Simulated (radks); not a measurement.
Values are calculated unless marked as measured or tabulated.
Problem. The fluorine anion F-, [Ne], held by a Watson sphere: a shell of charge +1 at radius R that stands for the Madelung well of a crystal (potential energy -1/R inside, -1/r outside, in hartree with lengths in bohr). Code: a radial shooting solver on a logarithmic mesh with Libxc functionals. Model: scalar-relativistic Kohn-Sham, PBEsol, spin-polarised, spherical densities, point nucleus. Response by self-consistent Sternheimer equations with the Hartree and adiabatic LDA kernel, the relativistic mass of each level held fixed and spin-orbit coupling left out. The sphere does not respond.

R (bohr)  e(1s) (eV)  e(2s) (eV)  e(2p) (eV)  <r> 2p (bohr)  sum of <r^2> (bohr^2)  X-ray form factor at sin(theta)/lambda = 0.1 1/angstrom  alpha (bohr^3)
1.8          -656.84     -28.034      -9.650          1.203                  14.50                                                    9.037           6.995
3.63         -653.82     -23.632      -5.473          1.295                  17.31                                                    8.905           15.58
3.67         -653.77     -23.571      -5.412          1.296                  17.35                                                    8.904           15.78
3.91         -653.45     -23.223      -5.064          1.302                  17.55                                                    8.897           16.93

Estimate the row for R = 2.04 bohr.

Solution. e(1s) (eV) -656.49; e(2s) (eV) -27.212; e(2p) (eV) -8.923; <r> 2p (bohr) 1.223; sum of <r^2> (bohr^2) 15.04; X-ray form factor at sin(theta)/lambda = 0.1 1/angstrom 9.008; alpha (bohr^3) 8.011.
